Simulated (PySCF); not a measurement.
C3H8N, SMILES [CH2]N(C)C, multiplicity 2. Atoms are numbered in the order given.

```xyz
12

C      0.0994     1.4369     0.0000
N     -0.1924     0.0791     0.0000
C      0.0313    -0.6617     1.2226
C      0.0313    -0.6617    -1.2226
H     -0.0671     1.9722    -0.9467
H     -0.0671     1.9722     0.9467
H      1.1141    -0.8815     1.4063
H     -0.3461    -0.0808     2.0880
H     -0.5136    -1.6274     1.1893
H     -0.3461    -0.0808    -2.0880
H     -0.5136    -1.6274    -1.1893
H      1.1141    -0.8815    -1.4063
```
Charge 0, spin multiplicity 2.

Geometry optimised at PBE-D3(BJ)/def2-SVP. The isomer is the one that the SMILES or the coordinates give; other isomers of the formula were not compared.

The numbers are results of TDA-PBE/def2-SVPD in PySCF, not measurements.

Vertical excitations. Isolated molecule, no solvent.

| state | energy (eV) | λ (nm) | f | main pairs |
|---|---|---|---|---|
| root 1 | 2.90 | 427 | 0.017 | α HOMO→LUMO 100 % |
| root 2 | 3.82 | 324 | 0.003 | α HOMO→LUMO+1 100 % |
| root 3 | 4.03 | 308 | 0.007 | α HOMO→LUMO+2 100 % |
| root 4 | 4.63 | 268 | 0.005 | α HOMO→LUMO+3 99 % |
| root 5 | 4.80 | 258 | 0.017 | α HOMO→LUMO+4 100 % |
| root 6 | 4.86 | 255 | 0.024 | α HOMO→LUMO+5 81 %, β HOMO→LUMO 12 % |
| root 7 | 5.04 | 246 | 0.042 | α HOMO→LUMO+6 26 %, α HOMO→LUMO+5 19 %, β HOMO→LUMO 50 % |
| root 8 | 5.21 | 238 | 0.085 | α HOMO→LUMO+6 67 %, β HOMO→LUMO 27 % |
| root 9 | 5.66 | 219 | 0.000 | α HOMO→LUMO+7 99 % |
| root 10 | 5.74 | 216 | 0.039 | α HOMO→LUMO+8 100 % |
Unrestricted roots are not spin-pure.
